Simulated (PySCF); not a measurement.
Au (SMILES [Au+]), charge +1, singlet (core potentials on Au); BLYP/def2-SV(P) (PySCF).

The PySCF input:
```python
from pyscf import gto, scf, dft

mol = gto.Mole()
mol.atom = '''
    Au    0.00000000    0.00000000    0.00000000
'''
mol.basis = 'def2-sv(p)'
mol.ecp = {'Au': 'def2-sv(p)'}
mol.charge = 1
mol.verbose = 3
mol.build()

mf = dft.RKS(mol)
mf.xc = 'blyp'
mf.grids.atom_grid = (75, 302)
mf.kernel()
mf.analyze()
```

It wrote (shortened):

```
converged SCF energy = -135.340395288173
**** MO energy ****
MO #1   energy= -4.29597460406724  occ= 2
MO #2   energy= -2.51193179285738  occ= 2
MO #3   energy= -2.51193148492167  occ= 2
MO #4   energy= -2.51193093777072  occ= 2
MO #5   energy= -0.561527836573629 occ= 2
MO #6   energy= -0.561527805754888 occ= 2
MO #7   energy= -0.561527330798177 occ= 2
MO #8   energy= -0.561527051940717 occ= 2
MO #9   energy= -0.561526956203087 occ= 2
MO #10  energy= -0.486874903799525 occ= 0
MO #11  energy= -0.228382021757563 occ= 0
MO #12  energy= -0.228381896442272 occ= 0
MO #13  energy= -0.228381687240741 occ= 0
MO #14  energy= -0.0807702001842445 occ= 0
MO #15  energy= 0.166431606191284  occ= 0
MO #16  energy= 0.166431623482608  occ= 0
MO #17  energy= 0.166431871079652  occ= 0

WARN: System has nonzero charge 1; the dipole moment is origin-dependent.
Location of origin: [0. 0. 0.]

Dipole moment(X, Y, Z, Debye):  0.00000, -0.00000, -0.00000
```
